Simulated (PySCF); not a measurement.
C2H2N3, SMILES C1=NC=N[N]1 (connectivity only; charge and spin as stated), charge -1, multiplicity 1.

The structure is a stationary point at PBE0-D3(BJ)/def2-SVPD. The spin state was assumed, not searched. The isomer is the one that the SMILES or the coordinates give; other isomers of the formula were not compared.

The numbers are results of PBE/def2-SVPD run with PySCF, not measurements.

Symmetry labels are those of the subgroup C2v that the program uses (full group C2v).

Task: List the valence orbital energies around the gap with their symmetry. (Estimate from the structure and the level; the computed values follow.)

Result: 
```csv
orbital,symmetry,energy (eV)
HOMO−7,A1,-6.52
HOMO−6,B1,-4.98
HOMO−5,B2,-4.37
HOMO−4,A1,-2.44
HOMO−3,B1,-1.06
HOMO−2,A1,-0.71
HOMO−1,A2,-0.39
HOMO,B2,-0.10
LUMO,A1,4.91
LUMO+1,B2,5.18
LUMO+2,A2,5.61
LUMO+3,B1,5.77
```
